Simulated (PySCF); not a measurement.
Ionising TlP

UHF-CCSD; Tl def2-SVPD with ECP60, P def2-SVPD; scalar-relativistic core potentials (PySCF 2.14). Neutral (UHF): triplet (π ↑↑), Re = 2.772 Å, ωe = 226 cm⁻¹, De = 1.33 eV.

TlP⁺ (UHF): quartet (σ ↑, π ↑↑), Re = 3.400 Å, ωe = 77.8 cm⁻¹. The energies at the minima are -512.31327 hartree for TlP and -512.08126 for TlP⁺.

Task: Work out the adiabatic ionisation energy, without and with harmonic zero-point energies (1 hartree = 27.2114 eV, 1 eV = 8065.5 cm⁻¹), and the change of the bond length.

Result: At UHF-CCSD: 0.23201 hartree = 6.313 eV between the minima; the zero-point term (77.8 − 226.0)/2 cm⁻¹ = -0.009 eV makes it 6.304 eV. Re changes by +62.8 pm against the neutral. The electron leaves a σ orbital, and the ion is left as a loose complex of an ion and an atom.

Correlated steps freeze 9 core orbitals. Correlated levels converge slowly with the basis: in double zeta they bind strong bonds too weakly, by up to about 1 eV, and carry superposition errors of some tenths. Spin–orbit coupling is left out, which matters for elements this heavy, above all for dissociation energies. States were picked by a PBE0 search and need not be the measured ground states.
